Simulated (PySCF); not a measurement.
**Correlation energy of N⁺ (nitrogen, charge +1)**

[He] 2s1 2p2 3d1, one real determinant (an excited configuration). All numbers are calculated (PySCF 2.14, no relativity, point nucleus, in dyall-acv3z). Frozen: 1s2; 4 electrons correlated; the 18 highest virtual orbitals of each spin left out.

```csv
level,correlation energy (mhartree)
CCSD,-27.33
(T),-1.65
CCSD(T),-28.98
```

Diagnostics: T1 = 0.011, D1 = 0.0296, largest double amplitude 0.218.

The real determinant used has ⟨L²⟩ near 8 against 12 for a pure F term, so it mixes terms. The outer electron is Rydberg-like, and this basis confines it to a smaller radius and binds it less than a complete one would. A double-excitation amplitude exceeds 0.15, a sign of near-degeneracy.

Cost of the coupled-cluster step: of the order of 5 core-seconds, for 4 correlated electrons.

Iterations:

```
CC2 = 0
CCSD nocc = (np.int64(4), np.int64(0)), nmo = (57, 57)
frozen orbitals [[0, 58, 59, 60, 61, 62, 63, 64, 65, 66, 67, 68, 69, 70, 71, 72, 73, 74, 75], [0, 58, 59, 60, 61, 62, 63, 64, 65, 66, 67, 68, 69, 70, 71, 72, 73, 74, 75]]
max_cycle = 100
direct = 0
conv_tol = 1e-08
conv_tol_normt = 1e-06
diis_space = 8
diis_start_cycle = 0
Init t2, MP2 energy = -0.0191253357983048
Init E_corr(UCCSD) = -0.0191253357968751
cycle = 1  E_corr(UCCSD) = -0.0232340942984937  dE = -0.0041087585  norm(t1,t2) = 0.0350608
cycle = 2  E_corr(UCCSD) = -0.0243445465364019  dE = -0.00111045224  norm(t1,t2) = 1.08872
cycle = 3  E_corr(UCCSD) = -0.0244069015175368  dE = -6.23549811e-05  norm(t1,t2) = 45.3206
cycle = 4  E_corr(UCCSD) = -0.0253251131615376  dE = -0.000918211644  norm(t1,t2) = 0.01887
cycle = 5  E_corr(UCCSD) = -0.0253883578052666  dE = -6.32446437e-05  norm(t1,t2) = 0.0110301
cycle = 6  E_corr(UCCSD) = -0.0256977931768081  dE = -0.000309435372  norm(t1,t2) = 0.0140501
cycle = 7  E_corr(UCCSD) = -0.0268724073832973  dE = -0.00117461421  norm(t1,t2) = 0.0281289
cycle = 8  E_corr(UCCSD) = -0.0272555456899723  dE = -0.000383138307  norm(t1,t2) = 0.0187265
cycle = 9  E_corr(UCCSD) = -0.0273370845167504  dE = -8.15388268e-05  norm(t1,t2) = 0.00724432
cycle = 10  E_corr(UCCSD) = -0.0273287007820941  dE = 8.38373466e-06  norm(t1,t2) = 0.00199921
cycle = 11  E_corr(UCCSD) = -0.0273333926958375  dE = -4.69191374e-06  norm(t1,t2) = 0.000501353
cycle = 12  E_corr(UCCSD) = -0.0273316693238278  dE = 1.72337201e-06  norm(t1,t2) = 0.000121684
cycle = 13  E_corr(UCCSD) = -0.0273324736391721  dE = -8.04315344e-07  norm(t1,t2) = 9.78184e-06
cycle = 14  E_corr(UCCSD) = -0.0273323526477052  dE = 1.20991467e-07  norm(t1,t2) = 2.10097e-05
cycle = 15  E_corr(UCCSD) = -0.0273323090173393  dE = 4.3630366e-08  norm(t1,t2) = 2.54153e-06
cycle = 16  E_corr(UCCSD) = -0.0273323076303435  dE = 1.38699573e-09  norm(t1,t2) = 1.44254e-07
UCCSD converged
E(UCCSD) = -52.83328848956963  E_corr = -0.02733230763034354
UCCSD(T) correction = -0.00164768038295997
```

The reference is one real determinant that mixes LS terms of this configuration.
